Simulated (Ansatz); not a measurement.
Cl₂Ge (SMILES [Cl][Ge][Cl]), singlet, at a GFN2-xTB geometry; SVWN5/pcseg-2 run with Ansatz (an electronic-structure program).

Ansatz was given this input:
Ansatz 0.2 input:
```yaml
crystal:
  periodic: [false, false, false]
  atoms:
    - {symbol: Ge, position_ang: [-0.00059285, -0.00984996, 0.71845420]}
    - {symbol: Cl, position_ang: [1.03004534, 1.30072876, -0.65763687]}
    - {symbol: Cl, position_ang: [-1.02892939, -1.28218766, -0.69474750]}
basis:
  gaussian:
    orbitals: pcseg-2
hamiltonian:
  xc: {name: SVWN5}
```

It wrote (shortened):

```
Functional definition: SVWN5
912 factors; their error is unknown
mean field evaluation 1: about -81401.7009 eV, gradient 2.6e1 eV
mean field evaluation 2: about -81398.5771 eV, gradient 4.4e1 eV
mean field evaluation 4: about -81402.9039 eV, gradient 2.1e0 eV
mean field evaluation 8: about -81402.9186 eV, gradient 9.5e-3 eV
mean field -81402.89378482 eV, -2991.5011697289 hartree, gradient 6.5e-5 eV, S^2 0.000000; 0 other end points of the search recorded, 0 dependent functions left out
reference -81402.89381476 eV, -2991.5011708292 hartree; 33, 33 occupied and 78, 78 virtual orbitals, 912 factors
Total energy: -81402.89381476 eV, -2991.5011708292 hartree
```
